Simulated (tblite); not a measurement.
Isomers of C6H4NOSi (doublet state). All values are computed: GFN2-xTB (tblite) harmonic vibrations without scaling, gas phase. The method is semi-empirical: single wavenumbers can be off by several per cent or more. Modes of hydrogen on silicon can be 10 to 20 % off. One conformer each. Open shells enter through the occupations alone, without spin polarisation, and single modes of such species can be off by tens of per cent.

Electronic energies: GFN2-xTB at the same geometries; isomer energies are rough at this level and their order can be wrong.

```json
{"SMILES": "[H]/N=[C]/C#CC(=O)[SiH2]C#C", "electronic energy, lowest = 0 (kJ/mol)": "0.0"}
{"SMILES": "[H]/N=C/C#CC(=O)[SiH]C#C", "electronic energy, lowest = 0 (kJ/mol)": "41.5"}
{"SMILES": "C#C[SiH2]C(=O)C#CC=[N]", "electronic energy, lowest = 0 (kJ/mol)": "121.1"}
```

**Question.** How do GFN2-xTB zero-point energies change the relative energies?

**Answer.** 
| SMILES | ZPE (kJ/mol) | of it from modes above 1550 cm⁻¹ | electronic (kJ/mol) | with ZPE, lowest = 0 (kJ/mol) | lowest mode (cm⁻¹) | rings |
| --- | --- | --- | --- | --- | --- | --- |
| [H]/N=[C]/C#CC(=O)[SiH2]C#C | 183.3 | 116.0 | 0.0 | 0.0 | 11i | 0 |
| [H]/N=C/C#CC(=O)[SiH]C#C | 193.9 | 116.6 | 41.5 | 52.1 | 39 | 0 |
| C#C[SiH2]C(=O)C#CC=[N] | 181.5 | 111.0 | 121.1 | 119.3 | 10 | 0 |

The zero-point energies span 12.4 kJ/mol, from `C#C[SiH2]C(=O)C#CC=[N]` to `[H]/N=C/C#CC(=O)[SiH]C#C`. Slightly imaginary modes are left out of the zero-point energy: `[H]/N=[C]/C#CC(=O)[SiH2]C#C` 10.7i cm⁻¹. The order is unchanged.
